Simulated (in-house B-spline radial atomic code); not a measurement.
Radial electron density of Ar VIII (Ar7+), [Ne] 3s1. Level of theory: scalar-relativistic (X2C) OLYP, spin-polarised, spherical fractional occupations, Fermi nucleus of rms radius 3.4274 fm; calculated with a B-spline radial code for spherical atoms.

Columns: r (bohr), 4πr²n(r) (electrons per bohr), bar.

```
 0.00316   0.4956 #
 0.00377   0.6816 #
 0.00448   0.9273 ##
 0.00534    1.263 ###
 0.00636    1.708 ####
 0.00757    2.293 #####
 0.00901    3.054 ######
  0.0107    4.017 ########
  0.0128    5.283 ###########
  0.0152     6.78 ##############
  0.0181      8.6 ##################
  0.0216    10.73 #######################
  0.0257    13.04 ############################
  0.0305    15.39 ################################
  0.0364    17.68 #####################################
  0.0433    19.53 #########################################
  0.0515    20.67 ############################################
  0.0614    20.85 ############################################
  0.0731    19.98 ##########################################
   0.087    18.27 #######################################
   0.104    16.17 ##################################
   0.123    14.62 ###############################
   0.147    14.16 ##############################
   0.175    15.22 ################################
   0.208    17.38 #####################################
   0.248    19.66 #########################################
   0.295    20.63 ############################################
   0.351    19.39 #########################################
   0.418    15.89 ##################################
   0.498    11.13 #######################
   0.593    6.656 ##############
   0.705    3.589 ########
    0.84    2.046 ####
       1    1.469 ###
    1.19     1.13 ##
    1.42   0.7172 ##
    1.69   0.3399 #
    2.01   0.1151 
    2.39  0.02608 
    2.85 0.003464 
    3.39 0.0002693 
    4.04 9.729e-06
```

On this grid the curve has 2 maxima, near 0.0614, 0.295 bohr.

The 2p up radial function P(r) = rR(r), positive near the nucleus:

| r (bohr) | P |
| --- | --- |
| 0.00316 | 0.002035 |
| 0.00448 | 0.003948 |
| 0.00636 | 0.007675 |
| 0.00901 | 0.01481 |
| 0.0128 | 0.02851 |
| 0.0181 | 0.05382 |
| 0.0257 | 0.1006 |
| 0.0364 | 0.1826 |
| 0.0515 | 0.3193 |
| 0.0731 | 0.5339 |
| 0.104 | 0.8354 |
| 0.147 | 1.183 |
| 0.208 | 1.486 |
| 0.295 | 1.586 |
| 0.418 | 1.362 |
| 0.593 | 0.873 |
| 0.84 | 0.3803 |
| 1.19 | 0.09861 |
| 1.69 | 0.01163 |
